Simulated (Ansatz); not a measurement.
Harmonic vibrations of In₂Te₃ by finite differences.

```yaml
crystal:
  periodic: [false, false, false]
  atoms:
    - {symbol: In, position_ang: [-2.330330, -0.481127, -0.503309]}
    - {symbol: In, position_ang: [1.918052, -0.219380, 1.479213]}
    - {symbol: Te, position_ang: [-0.633163, 1.592524, 1.146530]}
    - {symbol: Te, position_ang: [0.547417, 0.930121, -1.295776]}
    - {symbol: Te, position_ang: [0.498014, -1.822137, -0.826658]}
basis:
  gaussian: {orbitals: def2-SVP}
hamiltonian: {xc: r2scan, dispersion: d4}
scf: {omitted_lower_state_checks: [starts]}
phonons: {temperatures: {t_min: 298.15, t_max: 900, t_step: 200}}
```

```sh
$ ansatz run in.yaml --threads 4 --pin off --events-out ev --progress --plain --max-ram 4787MiB
```

It prints (some lines left out):

```
Functional definition: r2SCAN
mean field -32244.77928695 eV, -1184.9737824989 hartree, gradient 2.0e-5 eV, S^2 0.000000; 0 other end points of the search recorded, 0 dependent functions left out
mean field -32244.77929110 eV, -1184.9737826515 hartree, gradient 1.1e-6 eV, S^2 0.000000; 0 other end points of the search recorded, 0 dependent functions left out
mean field -32244.77928131 eV, -1184.9737822919 hartree, gradient 1.3e-6 eV, S^2 0.000000; 0 other end points of the search recorded, 0 dependent functions left out
mean field -32244.77927555 eV, -1184.9737820800 hartree, gradient 1.5e-6 eV, S^2 0.000000; 0 other end points of the search recorded, 0 dependent functions left out
mean field -32244.77928046 eV, -1184.9737822606 hartree, gradient 1.8e-6 eV, S^2 0.000000; 0 other end points of the search recorded, 0 dependent functions left out
mean field -32244.77928302 eV, -1184.9737823545 hartree, gradient 1.3e-6 eV, S^2 0.000000; 0 other end points of the search recorded, 0 dependent functions left out
mean field -32244.77927998 eV, -1184.9737822427 hartree, gradient 1.8e-6 eV, S^2 0.000000; 0 other end points of the search recorded, 0 dependent functions left out
mean field -32244.77928448 eV, -1184.9737824082 hartree, gradient 1.5e-6 eV, S^2 0.000000; 0 other end points of the search recorded, 0 dependent functions left out
mean field -32244.77927614 eV, -1184.9737821016 hartree, gradient 1.7e-6 eV, S^2 0.000000; 0 other end points of the search recorded, 0 dependent functions left out
mean field -32244.77927349 eV, -1184.9737820042 hartree, gradient 3.0e-6 eV, S^2 0.000000; 0 other end points of the search recorded, 0 dependent functions left out
mean field -32244.77927993 eV, -1184.9737822411 hartree, gradient 1.3e-6 eV, S^2 0.000000; 0 other end points of the search recorded, 0 dependent functions left out
mean field -32244.77932188 eV, -1184.9737837825 hartree, gradient 9.3e-7 eV, S^2 0.000000; 0 other end points of the search recorded, 0 dependent functions left out
mean field -32244.77923372 eV, -1184.9737805428 hartree, gradient 9.8e-7 eV, S^2 0.000000; 0 other end points of the search recorded, 0 dependent functions left out
mean field -32244.77926790 eV, -1184.9737817991 hartree, gradient 1.1e-6 eV, S^2 0.000000; 0 other end points of the search recorded, 0 dependent functions left out
mean field -32244.77926598 eV, -1184.9737817286 hartree, gradient 2.8e-6 eV, S^2 0.000000; 0 other end points of the search recorded, 0 dependent functions left out
mean field -32244.77921224 eV, -1184.9737797536 hartree, gradient 2.6e-6 eV, S^2 0.000000; 0 other end points of the search recorded, 0 dependent functions left out
mean field -32244.77931000 eV, -1184.9737833460 hartree, gradient 1.0e-6 eV, S^2 0.000000; 0 other end points of the search recorded, 0 dependent functions left out
mean field -32244.77926180 eV, -1184.9737815747 hartree, gradient 1.4e-6 eV, S^2 0.000000; 0 other end points of the search recorded, 0 dependent functions left out
mean field -32244.77928657 eV, -1184.9737824850 hartree, gradient 1.3e-6 eV, S^2 0.000000; 0 other end points of the search recorded, 0 dependent functions left out
Total energy: -32244.86024156 eV, -1184.9767575262 hartree
Atom 0 at    -2.330330    -0.481127    -0.503309 Å, force    -0.003034    -0.000035    -0.001680 eV/Å
Atom 1 at     1.918052    -0.219380     1.479213 Å, force     0.003264     0.000338     0.001285 eV/Å
Atom 2 at    -0.633163     1.592524     1.146530 Å, force    -0.001098     0.017684    -0.000024 eV/Å
Atom 3 at     0.547417     0.930121    -1.295776 Å, force    -0.006310    -0.010689     0.014880 eV/Å
Atom 4 at     0.498014    -1.822137    -0.826658 Å, force     0.007178    -0.007299    -0.014461 eV/Å
Dipole moment:    -0.071120    -0.120816     0.168305 e Å
Vibrations: 32.44 34.17 77.97 79.62 81.91 113.64 124.14 173.07 191.96 cm⁻¹, zero-point energy 0.056346 eV
Checks for a lower state left out: starts
```

Hardware: 4 threads of Arm Neoverse V2 on a shared host. Wall time 62 s.

In the def2 sets In, Te take a core potential; there is no spin–orbit coupling. The structure comes from a short search, and lower isomers may exist.
